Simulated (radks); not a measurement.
Ba+, 55 electrons, occupied as [Kr] 4d10 5s2 5p5 6s1 6p1 (not the ground configuration). All-electron calculation, Dirac Kohn-Sham, LDA (Slater exchange, VWN5 correlation), spin-unpolarised, spherical densities, point nucleus; open shells are shared between the two j in proportion to 2j + 1. Program: a radial shooting solver on a logarithmic mesh with Libxc functionals.

X-ray form factor f0, the Fourier transform of the density (f0(0) = 55):

sin(theta)/lambda (1/angstrom),f0 (electrons)
0.05,53.622
0.1,50.662
0.15,47.530
0.2,44.480
0.25,41.505
0.3,38.702
0.4,33.867
0.5,29.937
0.6,26.633
0.8,21.555
1,18.232
1.25,15.449
1.5,13.154
2,9.214
